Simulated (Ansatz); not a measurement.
BClFH4NSn (`N[BH][SnH]([F])[Cl]`). The species carries charge 0 and has multiplicity 1. Sn takes the def2 core potential. The structure was optimised at the PBE0-D4/def2-TZVP level. It is one conformer, not always the lowest.

```xyz
9

N     0.232   -1.197   -1.119
B    -0.773   -0.373   -0.672
Sn   -0.018    1.115    0.830
F     1.853    0.579    0.797
Cl   -0.703    0.595    2.998
H     0.080   -1.944   -1.780
H     1.187   -1.117   -0.798
H    -1.900   -0.473   -1.045
H     0.042    2.815    0.790
```

**Question.** What is the dipole moment at r2SCAN/def2-TZVPP? (An estimate is asked.)

**Answer.** The calculation gave: 4.40 D, with components (-1.06, -1.15, -4.12) D in this frame, pointing from negative to positive charge.

**Question.** And with PBE, B3LYP, ωB97M-V? (Best estimate.)

**Answer.** The calculation gave: PBE 4.30 D, B3LYP 4.40 D, ωB97M-V 4.39 D.

**Question.** Give the Mulliken charges with r2SCAN, B3LYP, PBE in def2-TZVPP. (Estimate.)

**Answer.** Computed: 
| atom | r2SCAN | B3LYP | PBE |
| --- | --- | --- | --- |
| N1 | -0.22 | -0.18 | -0.18 |
| B2 | -0.14 | -0.17 | -0.20 |
| Sn3 | 1.00 | 0.99 | 0.94 |
| F4 | -0.51 | -0.52 | -0.47 |
| Cl5 | -0.40 | -0.40 | -0.37 |
| H6 | 0.19 | 0.17 | 0.19 |
| H7 | 0.20 | 0.19 | 0.19 |
| H8 | 0.01 | 0.04 | 0.02 |
| H9 | -0.12 | -0.12 | -0.11 |

B3LYP here is the variant with VWN-RPA as its local correlation; programs differ in this.
